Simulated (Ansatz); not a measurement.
CAlClN, SMILES `[C-]#[N+][Al-][Cl]` (lower singlet) (charge -1, multiplicity 1). This singlet lies 1.77 eV below the relaxed triplet at the level frozen-core CCSD(T)/aug-cc-pVDZ // PBE0-D3(BJ)/def2-TZVPD (Ansatz, a quantum-chemistry and plane-wave program).

Computed with B3LYP/aug-cc-pVTZ // PBE0-D3(BJ)/def2-TZVPD run with Ansatz.

Ansatz 0.2 input:
```yaml
crystal:
  periodic: [false, false, false]
  atoms:
    - { symbol: C, position_ang: [-2.022452, 0.065239, 0.378124] }
    - { symbol: N, position_ang: [-0.871748, 0.198298, 0.53941] }
    - { symbol: Al, position_ang: [0.924154, 0.836893, 0.933927] }
    - { symbol: Cl, position_ang: [1.970052, -1.100426, 0.398314] }
basis:
  gaussian: { orbitals: aug-cc-pVTZ }
hamiltonian:
  xc: b3lyp
total_charge: -1
```

Output:

```
Functional definition: B3LYP
1119 factors; their error is unknown
mean field evaluation 1: about -21650.5502 eV, gradient 2.9e1 eV
mean field evaluation 2: about -21648.9463 eV, gradient 3.9e1 eV
mean field evaluation 4: about -21652.3146 eV, gradient 2.7e0 eV
mean field evaluation 8: about -21652.3336 eV, gradient 2.0e-2 eV
mean field -21652.34728974 eV, -795.7090864098 hartree, gradient 8.7e-5 eV, S^2 0.000000; 0 other end points of the search recorded, 0 dependent functions left out
reference -21652.34752524 eV, -795.7090950642 hartree; 22, 22 occupied and 170, 170 virtual orbitals, 1119 factors
Total energy: -21652.34752524 eV, -795.7090950642 hartree
```
